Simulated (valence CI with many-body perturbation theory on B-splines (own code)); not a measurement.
**E1 transitions of Au⁸⁺**

Computed by valence CI with perturbative core correlation (CI+MBPT): three valence electrons over a frozen Dirac-Fock core [Xe] 4f14, a basis of 7 s, 7 p, 8 d, 6 f, 4 g, 1 h functions for each j, with the one-electron correlation potential Σ1, the two-electron term Σ2, the three-electron term Σ3, Breit, model QED; selected CI, second order for the rest, scaled by the run's own slope (own B-spline code, finite nucleus).

No measured levels were compared; by estimate terms of the open shell hold to 2 to 4 % of their energy, and close levels can change places; different configurations can be misplaced against each other by 1,000 to 8,000 cm⁻¹. The list stops below the first excitations out of the core.

Lines 51 to 100 of 105 in falling wavelength, among levels below 344310 cm⁻¹, chosen from the strongest by gf and those to the six lowest levels. Wavelengths and rates use the calculated energies, so an error of 2000 cm⁻¹ moves a line at 42.27 nm by 0.85 % and its rate by three times that or more. Electric multipoles are in the length gauge, E1 and E2 with the static RPA response of the core. Weak lines are less certain than strong ones. Lines between different terms over intervals too small for the method are left out, as are lines whose strength nearly cancels. The highest levels of a list are the least certain.

Levels are named by their leading jj configuration (3d3/2^4 stands for four electrons in 3d with j = 3/2), which in mixed levels can hold well under half, so a name can repeat and another be missing. Letters in brackets count levels of one name in rising energy.

```csv
λ vac (nm),Upper,Lower,A (s⁻¹),log gf,Branch %
42.27,(5d3/2^2 6p1/2) J=5/2,(5d3/2 5d5/2^2) J=3/2 [b],4.53e+06,-3.14,0.1
41.82,(5d3/2^2 6p1/2) J=3/2,(5d5/2^3) J=5/2,6.47e+06,-3.17,0.0
41.17,(5d3/2^2 6p1/2) J=3/2,(5d3/2 5d5/2^2) J=3/2 [b],4.32e+07,-2.36,0.2
39.53,(5d3/2 5d5/2 6p1/2) J=7/2,(5d5/2^3) J=5/2,2.46e+07,-2.34,0.2
39.32,(5d3/2 5d5/2 6p1/2) J=5/2,(5d5/2^3) J=5/2,2.20e+07,-2.51,0.1
38.86,(5d3/2^2 6p1/2) J=5/2,(5d5/2^3) J=3/2,6.11e+06,-3.08,0.1
38.74,(5d3/2 5d5/2 6p1/2) J=5/2,(5d3/2 5d5/2^2) J=3/2 [b],8.52e+05,-3.94,0.0
38.73,(5d3/2^2 6p1/2) J=1/2,(5d3/2 5d5/2^2) J=3/2 [b],6.97e+07,-2.50,0.3
38.06,(5d3/2^2 6p1/2) J=5/2,(5d3/2 5d5/2^2) J=7/2 [b],5.32e+04,-5.16,0.0
37.94,(5d3/2^2 6p1/2) J=3/2,(5d5/2^3) J=3/2,2.47e+07,-2.67,0.1
37.71,(5d3/2^2 6p1/2) J=5/2,(5d3/2 5d5/2^2) J=5/2 [c],9.59e+07,-1.91,1.7
37.17,(5d3/2^2 6p1/2) J=5/2,(5d3/2 5d5/2^2) J=5/2 [b],2.22e+07,-2.56,0.4
36.84,(5d3/2^2 6p1/2) J=3/2,(5d3/2 5d5/2^2) J=5/2 [c],4.63e+07,-2.42,0.2
36.32,(5d3/2^2 6p1/2) J=3/2,(5d3/2 5d5/2^2) J=5/2 [b],8.95e+06,-3.15,0.0
35.94,(5d3/2^2 6p1/2) J=5/2,(5d3/2 5d5/2^2) J=3/2 [a],8.57e+07,-2.00,1.6
35.86,(5d3/2 5d5/2 6p1/2) J=5/2,(5d5/2^3) J=3/2,5.03e+07,-2.24,0.3
35.85,(5d3/2^2 6p1/2) J=1/2,(5d5/2^3) J=3/2,7.37e+07,-2.55,0.3
35.41,(5d3/2 5d5/2 6p1/2) J=7/2,(5d5/2^3) J=9/2,2.63e+06,-3.40,0.0
35.41,(5d3/2^2 6p1/2) J=3/2,(5d3/2 5d5/2^2) J=1/2,4.70e+07,-2.45,0.2
35.35,(5d3/2 5d5/2 6p1/2) J=7/2,(5d3/2 5d5/2^2) J=7/2 [b],1.12e+08,-1.77,1.1
35.21,(5d3/2^2 6p1/2) J=5/2,(5d3/2 5d5/2^2) J=5/2 [a],2.77e+07,-2.51,0.5
35.18,(5d3/2 5d5/2 6p1/2) J=5/2,(5d3/2 5d5/2^2) J=7/2 [b],3.76e+07,-2.38,0.2
35.15,(5d3/2^2 6p1/2) J=3/2,(5d3/2 5d5/2^2) J=3/2 [a],1.05e+08,-2.11,0.4
35.04,(5d3/2 5d5/2 6p1/2) J=7/2,(5d3/2 5d5/2^2) J=5/2 [c],1.79e+07,-2.58,0.2
34.98,(5d3/2^2 6p1/2) J=5/2,(5d3/2 5d5/2^2) J=7/2 [a],5.85e+07,-2.19,1.1
34.88,(5d3/2 5d5/2 6p1/2) J=5/2,(5d3/2 5d5/2^2) J=5/2 [c],1.32e+08,-1.84,0.7
34.58,(5d3/2 5d5/2 6p1/2) J=7/2,(5d3/2 5d5/2^2) J=5/2 [b],3.11e+07,-2.35,0.3
34.45,(5d3/2^2 6p1/2) J=3/2,(5d3/2 5d5/2^2) J=5/2 [a],2.90e+05,-4.69,0.0
34.42,(5d3/2 5d5/2 6p1/2) J=5/2,(5d3/2 5d5/2^2) J=5/2 [b],9.81e+07,-1.98,0.5
33.58,(5d3/2^2 6p1/2) J=1/2,(5d3/2 5d5/2^2) J=1/2,3.28e+08,-1.95,1.4
33.36,(5d3/2 5d5/2 6p1/2) J=5/2,(5d3/2 5d5/2^2) J=3/2 [a],1.26e+06,-3.90,0.0
33.35,(5d3/2^2 6p1/2) J=1/2,(5d3/2 5d5/2^2) J=3/2 [a],6.82e+07,-2.64,0.3
33.22,(5d3/2^2 6p1/2) J=5/2,(5d3/2^2 5d5/2) J=3/2,2.14e+08,-1.67,3.9
33.05,(5d3/2^2 6p1/2) J=5/2,(5d3/2^2 5d5/2) J=7/2,1.13e+08,-1.95,2.1
32.95,(5d3/2^2 6p1/2) J=3/2,(5d3/2^2 5d5/2) J=1/2,2.59e+08,-1.77,1.1
32.88,(5d3/2 5d5/2 6p1/2) J=7/2,(5d3/2 5d5/2^2) J=9/2,3.37e+08,-1.36,3.3
32.88,(5d3/2 5d5/2 6p1/2) J=7/2,(5d3/2 5d5/2^2) J=5/2 [a],2.82e+07,-2.44,0.3
32.73,(5d3/2 5d5/2 6p1/2) J=5/2,(5d3/2 5d5/2^2) J=5/2 [a],5.20e+08,-1.30,2.6
32.68,(5d3/2 5d5/2 6p1/2) J=7/2,(5d3/2 5d5/2^2) J=7/2 [a],2.12e+08,-1.57,2.1
32.55,(5d3/2^2 6p1/2) J=3/2,(5d3/2^2 5d5/2) J=3/2,8.24e+08,-1.28,3.5
32.53,(5d3/2 5d5/2 6p1/2) J=5/2,(5d3/2 5d5/2^2) J=7/2 [a],3.04e+06,-3.54,0.0
32.22,(5d3/2^2 6p1/2) J=5/2,(5d3/2^2 5d5/2) J=5/2,1.25e+07,-2.93,0.2
31.58,(5d3/2^2 6p1/2) J=3/2,(5d3/2^2 5d5/2) J=5/2,3.16e+07,-2.72,0.1
31.36,(5d3/2^2 6p1/2) J=1/2,(5d3/2^2 5d5/2) J=1/2,7.63e+08,-1.65,3.4
31.34,(5d3/2 5d5/2 6p1/2) J=7/2,(5d3/2^2 5d5/2) J=9/2,2.97e+09,-0.46,29.0
31.01,(5d3/2 5d5/2 6p1/2) J=5/2,(5d3/2^2 5d5/2) J=3/2,5.26e+09,-0.34,26.8
31.00,(5d3/2^2 6p1/2) J=1/2,(5d3/2^2 5d5/2) J=3/2,6.60e+08,-1.72,2.9
30.99,(5d3/2 5d5/2 6p1/2) J=7/2,(5d3/2^2 5d5/2) J=7/2,1.37e+09,-0.80,13.4
30.99,(5d3/2^2 6p1/2) J=5/2,(5d3/2^3) J=3/2,3.14e+09,-0.57,57.2
30.86,(5d3/2 5d5/2 6p1/2) J=5/2,(5d3/2^2 5d5/2) J=7/2,2.96e+07,-2.60,0.2
```

Q: How does gf follow from A for the line at 33.05 nm?

A: gf = 1.4992 × (2J+1)_upper × A / σ², with σ = 302536 cm⁻¹ and 2J+1 = 6: gf = 0.0111.
